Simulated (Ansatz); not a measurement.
Cu (SMILES [Cu]), doublet (typed; the unrestricted solution is spin-contaminated); BLYP/STO-3G (Ansatz, an electronic-structure program).

Ansatz was given this input:
Ansatz 0.2 input:
```yaml
crystal:
  periodic: [false, false, false]
  atoms:
    - {symbol: Cu, position_ang: [0.00000000, 0.00000000, 0.00000000]}
basis:
  gaussian:
    orbitals: STO-3G
hamiltonian:
  xc: blyp
magnetization: {spin_polarized: true, initial_magnetization: 1}
```

It wrote (shortened):

```
Functional definition: BLYP
122 factors; integrals over basis functions are off by at most 9.5e-5 eV
mean field evaluation 1: about -43920.7498 eV, gradient 1.1e1 eV
mean field evaluation 2: about -44061.9741 eV, gradient 4.1e1 eV
mean field evaluation 4: about -44066.2781 eV, gradient 3.2e1 eV
mean field evaluation 8: about -44105.3244 eV, gradient 1.6e1 eV
mean field evaluation 16: about -44123.3228 eV, gradient 7.6e-1 eV
mean field evaluation 32: about -44123.4440 eV, gradient 1.1e0 eV
mean field evaluation 64: about -44093.4990 eV, gradient 2.7e1 eV
mean field evaluation 96: about -44120.1781 eV, gradient 5.4e-1 eV
mean field evaluation 128: about -44122.0873 eV, gradient 2.1e-3 eV
mean field evaluation 160: about -44002.2622 eV, gradient 2.0e1 eV
mean field evaluation 192: about -44123.4654 eV, gradient 8.8e-2 eV
mean field evaluation 224: about -44123.4647 eV, gradient 4.4e-2 eV
mean field evaluation 256: about -44123.4662 eV, gradient 3.6e-1 eV
mean field evaluation 288: about -44122.5605 eV, gradient 2.9e0 eV
mean field evaluation 320: about -44123.4684 eV, gradient 2.3e-3 eV
mean field evaluation 352: about -44123.4636 eV, gradient 2.0e-4 eV
mean field evaluation 384: about -44119.9992 eV, gradient 2.3e0 eV
mean field evaluation 416: about -44122.0631 eV, gradient 1.4e-1 eV
mean field evaluation 448: about -44123.4675 eV, gradient 7.3e-2 eV
mean field -44123.46842571 eV, -1621.5075566838 hartree, gradient 2.6e-6 eV, S^2 2.192279; 12 other end points of the search recorded, 0 dependent functions left out
reference -44123.46860942 eV, -1621.5075634351 hartree; 15, 14 occupied and 3, 4 virtual orbitals, 122 factors
Total energy: -44123.46860942 eV, -1621.5075634351 hartree
```
